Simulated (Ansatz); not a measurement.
Reactions of `O[Si]1([SnH3])CO1`.

Gas-phase electronic energies from Ansatz, PBE0-D4/def2-TZVP geometries. CCSD(T)/CBS is the MP2 limit (def2-TZVPP, def2-QZVPP) plus CCSD(T) − MP2 in def2-TZVPP, frozen cores. This one scheme is used for every species. Functionals use def2-TZVPP. Elements past krypton have def2 core potentials. For Sn outer-core shells are correlated without core-valence functions, which leaves a few kJ/mol of doubt a bond. Each species was taken in one conformer, which may not be the lowest.

```
                                                                               reaction  CCSD(T)/CBS(def2) (kJ/mol)
                                              `O[Si]1([SnH3])CO1` → `O=C[SiH](O)[SnH3]`                          55
        `O[Si]1([SnH3])CO1` + `O[SiH2][SiH2]F` → `O[Si]1(F)CO1` + `O[SiH2][SiH2][SnH3]`                         -44
                                  `O[Si]1([SnH3])CO1` + H–F → `O[Si]1(F)CO1` + `[SnH4]`                        -117
                                     `O[Si]1([SnH3])CO1` + H₂ → `[SnH3][SiH]1CO1` + H₂O                          81
                                  `O[Si]1([SnH3])CO1` + H₂O → `O[Si]1(O)CO1` + `[SnH4]`                         -84
`O[Si]1([SnH3])CO1` + `[CH3][Al]([CH3])[F]` → `[CH3][Al]([CH3])[SnH3]` + `O[Si]1(F)CO1`                           ?
    `O[Si]1([SnH3])CO1` + `C[SiH](C)O[SiH3]` → `C[SiH](C)[SnH3]` + `O[Si]1(O[SiH3])CO1`                           ?
         `O[Si]1([SnH3])CO1` + `CC(C)O[SiH3]` → `O[Si]1(O[SiH3])CO1` + `C[CH](C)[SnH3]`                        -150
                      `O[Si]1([SnH3])CO1` + `O[SiH3]` → `O[Si]1(O[SiH3])CO1` + `[SnH4]`                        -106
                                 `O[Si]1([SnH3])CO1` + HCl → `O[Si]1(Cl)CO1` + `[SnH4]`                           ?
```

Q: Fill in the missing values. (An estimate is asked.)

A: The calculation gave: `O[Si]1([SnH3])CO1` + `[CH3][Al]([CH3])[F]` → `[CH3][Al]([CH3])[SnH3]` + `O[Si]1(F)CO1`: +27.0 kJ/mol; `O[Si]1([SnH3])CO1` + `C[SiH](C)O[SiH3]` → `C[SiH](C)[SnH3]` + `O[Si]1(O[SiH3])CO1`: -15.8 kJ/mol; `O[Si]1([SnH3])CO1` + HCl → `O[Si]1(Cl)CO1` + `[SnH4]`: -74.4 kJ/mol.

Largest T1 diagnostic: 0.015, for `O=C[SiH](O)[SnH3]`.
